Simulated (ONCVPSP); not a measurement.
Transferability test, ONCV potential for arsenic

arsenic (As), optimised norm-conserving Vanderbilt (ONCV), made with ONCVPSP 4.0.1 (LDA (Perdew-Zunger), scalar-relativistic). Core [Ar], reference 3d10 4s1.75 4p3.25. Waves: 4s: rc 1.40 bohr, ncon 5, nbas 9, qcut 4.5 1/bohr, 2 projectors, debl 2.1 Ha; 4p: rc 2.15 bohr, ncon 3, nbas 7, qcut 4.3 1/bohr, 3 projectors, debl 3.4 Ha; 3d: rc 1.00 bohr, ncon 3, nbas 7, qcut 17.3 1/bohr, 1 projector; f scattering state at 0.15 Ha: rc 2.10 bohr, ncon 3, nbas 7, qcut 5 1/bohr, 1 projector. Local part: polynomial inside 0.90 bohr (lpopt 5, dvloc0 2 Ha). Core correction: none.

Energies are relative to the spin-unpolarised reference configuration 3d10 4s1.75 4p3.25; without spin polarisation the order of configurations can differ from experiment.

| valence configuration | charge | ΔE all-electron (eV) | error AE − PS (meV) |
| --- | --- | --- | --- |
| 3d10 4s2 4p3 | 0 | -2.347 | +0.5 |
| 3d10 4s2 4p1 | +2 | 25.141 | -12 |
| 3d10 4s2 4p2.5 | +0.5 | 1.290 | -0.1 |

Problem. What are ΔE and the potential's error for 3d10 4s2 4p2?

Solution. ΔE = 6.978 eV all-electron; the error (AE − PS) is -1.8 meV.

Note: ghosts flagged at negative energy: s at -101.5 eV; GHOST(+) flagged for f at 96.4 eV, p at 260.0 eV. A true bound ghost makes a file unfit for plane-wave use.
